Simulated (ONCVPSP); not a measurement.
## gallium (Ga): excitation energies, all-electron against ONCV

```
Element                 : gallium (Ga)
Generator               : ONCVPSP 4.0.1
Type                    : optimised norm-conserving Vanderbilt (ONCV)
Functional              : PBE
Relativity              : scalar-relativistic
Frozen core             : [Ar]
Valence charge          : 13
Reference configuration : 3d10 4s2 4p1
Partial waves           : 4s: rc 1.95 bohr, ncon 4, nbas 7, qcut 3.4 1/bohr, 3 projectors, debl 1.9 Ha; 4p: rc 2.00 bohr, ncon 4, nbas 8, qcut 4.2 1/bohr, 2 projectors, debl 0.6 Ha; 3d: rc 0.95 bohr, ncon 5, nbas 10, qcut 17.2 1/bohr, 2 projectors, debl 1.6 Ha
Local potential         : polynomial inside 0.65 bohr (lpopt 3, dvloc0 6 Ha)
Core correction         : Teter function fitted to the true core (icmod 2), fcfact 0.65
```

Energies are relative to the spin-unpolarised reference configuration 3d10 4s2 4p1; without spin polarisation the order of configurations can differ from experiment. Not all tests gave a result: 1 of 4 tests not solved or not reliable.

| valence configuration | charge | ΔE all-electron (eV) | error AE − PS (meV) |
| --- | --- | --- | --- |
| 3d10 4s2 4p0 | +1 | 5.688 | -1.0 |
| 3d10 4s1 4p0 | +2 | 26.817 | -6.4 |
| 3d9 4s2 4p2 | 0 | 20.315 | -313 |

Levels in the configuration 3d9 4s2 4p2:

| level | all-electron (eV) | pseudo (eV) |
| --- | --- | --- |
| 3d | -28.063 | -28.722 |
| 4s | -11.351 | -11.339 |
| 4p | -3.887 | -3.858 |

Note: no bound ghost flagged; GHOST(+) flagged for s at 17.8 eV, p at 39.9 eV.
